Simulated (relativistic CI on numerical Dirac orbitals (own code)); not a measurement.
# Au³⁺: 4d photoemission

Computed with this model: Dirac-Coulomb-Breit CI, KLI orbitals optimised for each configuration, QED by a radiative potential, multiplet model of photoemission in the sudden approximation, unscaled Slater integrals; configurations [Xe] 4f14 5d8 → [Kr] 4d9 4f14 5s2 5p6 5d8; 300 K; Lorentzian 3.5 eV and Gaussian 0.6 eV FWHM. Energies are those of the free ion, without screening or charge transfer. The energies are binding energies and can lie tens of eV above those of solids. S is read from ⟨S²⟩ = S(S + 1).

Field parameters in Wybourne normalisation: D3d B²₀ = −7Dσ, B⁴₀ = −14Dq − 21Dτ, B⁴₃ = −14√(10/7) Dq. The field is a parameter set, without covalency.

Computed curve for free ion, scaled to 100 at the maximum (points under 2 are left out and the grid is thinned):

| Energy (eV) | Intensity |
| --- | --- |
| 369.4 | 2.0 |
| 370.2 | 2.2 |
| 371.0 | 2.5 |
| 371.8 | 2.8 |
| 372.6 | 3.2 |
| 373.4 | 3.7 |
| 374.2 | 4.3 |
| 375.0 | 5.1 |
| 375.4 | 5.5 |
| 376.2 | 6.7 |
| 377.0 | 8.2 |
| 377.8 | 10.4 |
| 378.6 | 13.6 |
| 379.4 | 18.4 |
| 380.2 | 26.1 |
| 381.0 | 39.0 |
| 381.8 | 60.0 |
| 382.6 | 86.5 |
| 383.4 | 100.0 |
| 384.2 | 88.9 |
| 385.0 | 70.6 |
| 385.8 | 56.2 |
| 386.6 | 44.6 |
| 387.0 | 39.6 |
| 387.8 | 30.8 |
| 388.6 | 23.2 |
| 389.4 | 17.4 |
| 390.2 | 13.4 |
| 391.0 | 10.8 |
| 391.8 | 9.1 |
| 392.6 | 8.0 |
| 393.4 | 7.5 |
| 394.2 | 7.3 |
| 395.0 | 7.4 |
| 395.8 | 7.9 |
| 396.6 | 8.8 |
| 397.4 | 10.4 |
| 397.8 | 11.6 |
| 398.6 | 14.9 |
| 399.4 | 20.4 |
| 400.2 | 29.8 |
| 401.0 | 45.4 |
| 401.8 | 66.0 |
| 402.6 | 77.6 |
| 403.4 | 67.2 |
| 404.2 | 47.1 |
| 405.0 | 31.4 |
| 405.8 | 21.5 |
| 406.6 | 15.3 |
| 407.4 | 11.2 |
| 408.2 | 8.5 |
| 409.0 | 6.7 |
| 409.4 | 6.0 |
| 410.2 | 4.9 |
| 411.0 | 4.1 |
| 411.8 | 3.5 |
| 412.6 | 3.0 |
| 413.4 | 2.6 |
| 414.2 | 2.3 |
| 415.0 | 2.0 |

The ground state has S = 0.98, and the centroid lies at 391.44 eV.
